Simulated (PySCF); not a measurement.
## Spinor energies of Cd³⁸⁺ (cadmium, charge +38)

Start: [Ne]. Calculated with PySCF 2.14 in an uncontracted even-tempered set (17 s from 4.1 bohr⁻², ratio 2.6; 13 p from 5.4 bohr⁻², ratio 2.6; 6 d from 5.5 bohr⁻², ratio 2.8; 3 f from 130 bohr⁻², ratio 2.8): generalised Hartree-Fock with the X2C-1e Hamiltonian and a Gaussian nucleus; spin-orbit coupling (SO) screened by Boettger's factors.

```json
{"spinor shell": "1s1/2", "electrons": "2", "ε, screened SO (eV)": "-29234.3", "weight of nominal j (screened SO)": "1.000", "rms radius, screened SO (bohr)": "0.0348"}
{"spinor shell": "2s1/2", "electrons": "2", "ε, screened SO (eV)": "-6300.9", "weight of nominal j (screened SO)": "1.000", "rms radius, screened SO (bohr)": "0.139"}
{"spinor shell": "2p1/2", "electrons": "2", "ε, screened SO (eV)": "-6040.6", "weight of nominal j (screened SO)": "1.000", "rms radius, screened SO (bohr)": "0.120"}
{"spinor shell": "2p3/2", "electrons": "4", "ε, screened SO (eV)": "-5838.2", "weight of nominal j (screened SO)": "1.000", "rms radius, screened SO (bohr)": "0.125"}
```

| quantity | screened SO |
| --- | --- |
| E (hartree) | -4318.01916 |
| M_J | 0 |
| ⟨J²⟩ | 0.000 |
| ⟨L²⟩ | 0.005 |
| ⟨S²⟩ | 0.005 |

Breit and QED terms are absent; they matter most for the inner s and p1/2 levels.

Densities and radii are taken from the X2C orbitals without a picture-change correction, which distorts them close to the nucleus.
